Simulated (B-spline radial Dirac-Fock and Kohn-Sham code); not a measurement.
# Atomic SCF run for Yb

ΔSCF core binding energies without Breit or QED terms, calculated with a radial B-spline solver. Keys: rel is the Hamiltonian (dirac, or spin-free x2c and nr, where L3 and M5 stand for the whole 2p and 3d shells), method is hf or an exchange,correlation pair (spin-unpolarised, also for the hole states), nuc the nuclear model, radius_factor scales its radius, rmax is the box in bohr, h the logarithmic mesh step, order the B-spline order, points the quadrature points per cell, c_factor scales the speed of light, and damp, ndamp, maxit and tol steer the iteration. The run stops when the commutator error falls below 10·tol·max(1, Z/10), or the numerical noise floor, and the energy has settled to about 1e-8 Ha; the virial ratio is −V/T.

Input (task.json):

```json
{"items": [{"Z": 70, "q": 0, "cfg": [[1, 0, 2], [2, 0, 2], [2, 1, 6], [3, 0, 2], [3, 1, 6], [3, 2, 10], [4, 0, 2], [4, 1, 6], [4, 2, 10], [4, 3, 14], [5, 0, 2], [5, 1, 6], [6, 0, 2]], "A": 174, "rrms": 5.3108, "do": "settings", "holes": ["K", "L3", "M5"],
  "settings": [{"rel": "dirac", "method": "hf", "nuc": "sphere", "radius_factor": 1.0, "rmax": 45.0, "h": 0.3, "order": 8, "points": 10, "c_factor": 1.0, "maxit": 60, "damp": 0.8, "ndamp": 3, "tol": 0.0001}]}]}
```

Command: `python xray2_run.py task.json out`

Ground-state iterations:

```
iter   energy (Ha)        error
   1   -14066.15049394  2.18e+00
   2   -13947.31434886  1.48e+00
   3   -14062.97808147  5.06e-01
   4   -14065.88914142  2.61e-01
   5   -13944.21022853  1.59e+00
   6   -14066.42747018  2.09e-01
   7   -14067.45012381  6.42e-02
   8   -14067.61515491  1.39e-02
   9   -14067.62365853  3.71e-03
  10   -14067.62458145  7.29e-04
  11   -14067.62462557  1.32e-04
  12   -14067.62462733  3.76e-05
  13   -14067.62462737  5.07e-06
```

The ground state converged in 13 iterations, with total energy -14067.62463 Ha, virial ratio 1.90056 and highest orbital energy -5.35 eV. ΔSCF binding energies: K (1s) 61618.1 eV, L3 (2p3/2) 8965.4 eV, M5 (3d5/2) 1528.7 eV.
